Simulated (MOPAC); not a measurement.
MOPAC input (PM7):

```
PM7 FORCE THERMO(298,298) PRECISE LET CHARGE=1 GEO-OK AUX(PRECISION=9) THREADS=1
H2NSi

H     0.00714333 1    0.00362926 1   -1.93578515 1
Si    0.00072183 1   -0.00824607 1   -0.49389988 1
N    -0.00586211 1   -0.02033910 1    0.98330302 1
H    -0.01057200 1   -0.02862494 1    1.98714750 1
```

From the output:

```
     H    4   0.025779   0.466389   3.696046   4.007689

          HEAT OF FORMATION =     237.831457 KCALS/MOLE

          ZERO POINT ENERGY      12.584 KCAL/MOL

           NORMAL COORDINATE ANALYSIS (Total motion = 1 Angstrom)

   Root No.       1         2         3         4         5         6         7

                 1 Pi      1 Pi      2 Pi      2 Pi      1 Sig     2 Sig     3 Sig

                 429.6     429.6     851.3     851.3    1256.3    2307.3    2676.8

           1   -0.0000    0.0000   -0.0000    0.0000   -0.2235    0.9215   -0.0184
           2    0.8032   -0.0152    0.0132   -0.0005   -0.0000    0.0000   -0.0000
           3    0.0152    0.8032    0.0005    0.0132   -0.0000   -0.0000    0.0000
           4    0.0000   -0.0000   -0.0000    0.0000   -0.1508   -0.0384    0.0034
           5   -0.0546    0.0010    0.0201   -0.0007   -0.0000   -0.0000   -0.0000
           6   -0.0010   -0.0546    0.0007    0.0201    0.0000    0.0000    0.0000
           7   -0.0000    0.0000    0.0000   -0.0000    0.2947    0.0083   -0.0708
           8    0.0446   -0.0008   -0.1033    0.0037    0.0000    0.0000   -0.0000
           9    0.0008    0.0446   -0.0037   -0.1033   -0.0000   -0.0000   -0.0000
          10   -0.0000    0.0000   -0.0000    0.0000    0.3309    0.0318    0.9073
          11    0.0974   -0.0018    0.8627   -0.0312    0.0000    0.0000    0.0000
          12    0.0018    0.0974    0.0312    0.8627   -0.0000   -0.0000   -0.0000

           MASS-WEIGHTED COORDINATE ANALYSIS (NORMAL COORDINATES)

   Root No.       1         2         3         4         5         6         7

                 1 Pi      1 Pi      2 Pi      2 Pi      1 Sig     2 Sig     3 Sig

                 429.6     429.6     851.3     851.3    1256.3    2307.3    2676.8

           1   -0.0000    0.0000   -0.0000    0.0000   -0.1580    0.9756   -0.0195
           2    0.9181   -0.0072    0.0139   -0.0005   -0.0000    0.0000   -0.0000
           3    0.0072    0.9181    0.0005    0.0139   -0.0000   -0.0000    0.0000
           4    0.0000   -0.0000   -0.0000    0.0000   -0.5629   -0.2144    0.0191
           5   -0.3293    0.0026    0.1115   -0.0042   -0.0000   -0.0000   -0.0000
           6   -0.0026   -0.3293    0.0042    0.1115    0.0000    0.0000    0.0000
           7   -0.0000    0.0000    0.0000   -0.0000    0.7768    0.0329   -0.2793
           8    0.1902   -0.0015   -0.4049    0.0152    0.0000    0.0000   -0.0000
           9    0.0015    0.1902   -0.0152   -0.4049   -0.0000   -0.0000   -0.0000
          10   -0.0000    0.0000   -0.0000    0.0000    0.2340    0.0337    0.9598
          11    0.1114   -0.0009    0.9067   -0.0341    0.0000    0.0000    0.0000
          12    0.0009    0.1114    0.0341    0.9067   -0.0000   -0.0000   -0.0000

          DESCRIPTION OF VIBRATIONS

 VIBRATION          2    1Pi         ATOM PAIR     ENERGY CONTRIBUTION    RADIAL
 FREQUENCY           429.63         H 1 -- Si2         +92.2% ( 95.3%)      0.0%
 TRANSITION DIPOLE   0.6264         Si2 -- N 3          +7.3% ( 26.8%)      0.0%
 TRAVEL (Ang.)       0.3839         N 3 -- H 4          +0.5% (  6.8%)      0.0%
 REDUCED MASS        1.0651
 EFFECTIVE MASS      2.9962
 FORCE CONSTANT      0.1158

 VIBRATION          4    2Pi         ATOM PAIR     ENERGY CONTRIBUTION    RADIAL
 FREQUENCY           851.34         N 3 -- H 4         +96.6% ( 98.7%)      0.0%
 TRANSITION DIPOLE   0.6049         Si2 -- N 3          +3.4% ( 18.6%)      0.0%
 TRAVEL (Ang.)       0.2727
 REDUCED MASS        1.0648
 EFFECTIVE MASS      2.3057
 FORCE CONSTANT      0.4547

 VIBRATION          5    1Sig        ATOM PAIR     ENERGY CONTRIBUTION    RADIAL
 FREQUENCY          1256.33         Si2 -- N 3         +67.4% (107.4%)    100.0%
 TRANSITION DIPOLE   0.5453         N 3 -- H 4         +25.5% ( 66.1%)    100.0%
 TRAVEL (Ang.)       0.0823         H 1 -- Si2          +7.1% ( 34.8%)    100.0%
 REDUCED MASS        7.9237
 EFFECTIVE MASS     19.1707
 FORCE CONSTANT      7.3687

 VIBRATION          6    2Sig        ATOM PAIR     ENERGY CONTRIBUTION    RADIAL
 FREQUENCY          2307.30         H 1 -- Si2         +99.0% ( 99.8%)    100.0%
 TRANSITION DIPOLE   1.2737         Si2 -- N 3          +0.9% (  9.4%)    100.0%
 TRAVEL (Ang.)       0.1734         N 3 -- H 4          +0.1% (  3.2%)    100.0%
 REDUCED MASS        0.9725
 EFFECTIVE MASS      1.5558
 FORCE CONSTANT      3.0503

 VIBRATION          7    3Sig        ATOM PAIR     ENERGY CONTRIBUTION    RADIAL
 FREQUENCY          2676.79         N 3 -- H 4         +98.2% ( 99.9%)    100.0%
 TRANSITION DIPOLE   1.6779         Si2 -- N 3          +1.7% ( 13.3%)    100.0%
 TRAVEL (Ang.)       0.1636
 REDUCED MASS        0.9406
 EFFECTIVE MASS      1.5778
 FORCE CONSTANT      3.9710

      SYMMETRY NUMBER FOR POINT-GROUP C*v =  1

          SYSTEM IS A GROUND STATE

 H2NSi

          MOLECULE IS LINEAR

          THERE ARE  7 GENUINE VIBRATIONS IN THIS SYSTEM
          THIS THERMODYNAMICS CALCULATION IS LIMITED TO
          MOLECULES WHICH HAVE NO INTERNAL ROTATIONS

                    CALCULATED THERMODYNAMIC PROPERTIES
                                          *
   TEMP. (K)   PARTITION FUNCTION   H.O.F.    ENTHALPY  HEAT CAPACITY ENTROPY
                                   KCAL/MOL   CAL/MOLE    CAL/K/MOL  CAL/K/MOL

 298.00  VIB.     0.1355D+01                   442.6832     4.1238     2.0895
         ROT.     0.3459D+03                   592.1869     1.9872    13.6047
         INT.     0.4688D+03                  1034.8700     6.1110    15.6942
         TRA.     0.2832D+27                  1480.4672     4.9680    37.2759
         TOT.                      237.831    2515.3372    11.0790    52.9701

   *: NOTE: HEATS OF FORMATION ARE RELATIVE TO THE
            ELEMENTS IN THEIR STANDARD STATE AT 298K
              (=  Standard Enthalpy of Formation).

            Hvib:  Zero-point energy is not included.
                   frequencies of less than zero cm-1 are not included.
            Hrot = (3/2)RT
            Htra = (3/2)RT + pV = (5/2)RT

            Heat capacity is Cp, not Cv

          For more information, see: HTTP://OpenMOPAC.net/Manual/thermochemistry.html

           FORCE CONSTANT IN CARTESIAN COORDINATES (Millidynes/A)

    ATOM   CHEMICAL       X               Y               Z
   NUMBER   SYMBOL  FORCE CONSTANT  FORCE CONSTANT  FORCE CONSTANT

      1       H        3.034036        0.092482        0.092482
      2      Si       12.370877        0.480631        0.480631
      3       N       12.518150        1.036997        1.036997
      4       H        3.974885        0.355656        0.355656

 **********************
 *                    *
 * JOB ENDED NORMALLY *
 *                    *
 **********************

 == MOPAC DONE ==
```

The dipole moment of an ion depends on the origin.
